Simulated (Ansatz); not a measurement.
`C[Si@H](F)[C@@H](F)Cl` + `N[SiH3]` → `C[SiH](F)N[SiH3]` + `FCCl`  (ligand exchange at the Si–C bond)

Program: Ansatz. Geometries: PBE0-D4/def2-TZVP. ΔE: electronic, gas phase. CCSD(T)/CBS adds triple-zeta CCSD(T) − MP2 to the extrapolated MP2 energy (def2 sets, frozen cores). This one scheme is used for every species. Functionals use def2-TZVPP. B3LYP here is the variant with VWN-RPA as its local correlation; programs differ in this. Each species was taken in one conformer, which may not be the lowest.

`C[Si@H](F)[C@@H](F)Cl`:

Cartesian coordinates in Å:
```
C -1.555 0.239 -0.052
Si 0.001 -0.485 0.622
F 0.297 0.053 2.098
C 1.498 0.022 -0.443
F 1.344 -0.503 -1.703
Cl 1.599 1.794 -0.553
H -1.502 1.329 -0.065
H -2.415 -0.065 0.548
H -1.712 -0.109 -1.077
H -0.020 -1.967 0.680
H 2.464 -0.309 -0.056
```

`N[SiH3]`:

```xyz
7

N    -0.430    0.060   -0.975
Si    0.195   -0.122    0.618
H     0.139   -0.197   -1.765
H    -1.005    0.856   -1.195
H     0.758   -1.492    0.733
H     1.272    0.835    1.011
H    -0.929    0.060    1.572
```

`C[SiH](F)N[SiH3]`:

Cartesian coordinates in Å:
```
C -0.756 -1.459 -0.885
Si -0.129 -0.975 0.787
F 1.253 -1.761 1.015
N 0.092 0.718 0.929
Si 0.682 1.874 -0.215
H -1.719 -0.986 -1.092
H -0.056 -1.171 -1.673
H -0.888 -2.543 -0.935
H -1.019 -1.398 1.895
H -0.027 1.071 1.869
H 1.950 2.504 0.242
H -0.305 2.965 -0.443
H 0.922 1.160 -1.493
```

`FCCl`:

Z-matrix (Å, degrees):
```
C
F 1 1.355
Cl 1 1.766 2 110.5
H 1 1.089 2 109.3 3 -118.4
H 1 1.089 2 109.3 3 118.4
```

Question: Is it downhill or uphill in electronic energy at CCSD(T)/CBS, and by how much? (Best estimate.)

Answer: Computed: Downhill: ΔE = -23.1 kcal/mol.

Question: What do these levels give: PBE-D4, ωB97X-V, ωB97M-V, B2PLYP, PBE0, B3LYP, CCSD(T)/def2-TZVPP, HF/def2-QZVPP, SCS-MP2/def2-QZVPP, HF/CBS(def2), MP2/CBS(def2), CCSD/CBS(def2)? (An estimate is asked.)

Answer: Computed: PBE-D4 -20.6, ωB97X-V -22.4, ωB97M-V -22.4, B2PLYP -23.1, PBE0 -22.0, B3LYP -22.4, CCSD(T)/def2-TZVPP -23.5, HF/def2-QZVPP -26.2, SCS-MP2/def2-QZVPP -24.0, HF/CBS(def2) -26.3, MP2/CBS(def2) -23.7, CCSD/CBS(def2) -23.6 kcal/mol.

Largest T1 diagnostic among the species: 0.011.

In def2-TZVPP, CCSD(T) changes the Hartree–Fock value by +2.5 kcal/mol (the triples alone add +0.4 kcal/mol) and MP2 by +2.0 kcal/mol. From PBE to PBE0 (25 % exact exchange), in def2-TZVPP and without D4, ΔE moves by −1.6 kcal/mol.
